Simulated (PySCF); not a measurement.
silicon atom (Si), triplet. Base run: HF/pcseg-1 in PySCF.

Geometry (Å):
```xyz
1

Si     0.0000     0.0000     0.0000
```
Charge 0, spin multiplicity 3.
Orbitals are unrestricted.
All else is at PySCF's defaults.
Base energy -288.82123 Eh.

Each row names what was changed in the base input (with any setting that the change needs).

```
change                            ΔE vs base (mEh)  SCF cycles  <S^2>
--------------------------------  ----------------  ----------  -----
base                                         0.000           8  2.006
init_guess = 1e                              0.000           8  2.006
diis_space = 4                               0.000           8  2.006
damp = 0.5; diis_start_cycle = 5             0.000          10  2.006
conv_tol = 1e-6                              0.000           6  2.006
conv_tol_grad = 1e-3                         0.000           8  2.006
solver = newton                              0.000           -  2.006
conv_tol_grad = 1e-7                         0.000           9  2.006
DIIS = ADIIS                                 0.000          13  2.006
diis_space = 20                              0.000           8  2.006
conv_tol = 1e-7                              0.000           7  2.006
init_guess = mod_huckel                      0.000           7  2.006
diis_space = 2                               0.000           9  2.006
```

Open shells are given as the SCF converged; they aren't shown to be the lowest states, and a large step between rows can be another state.
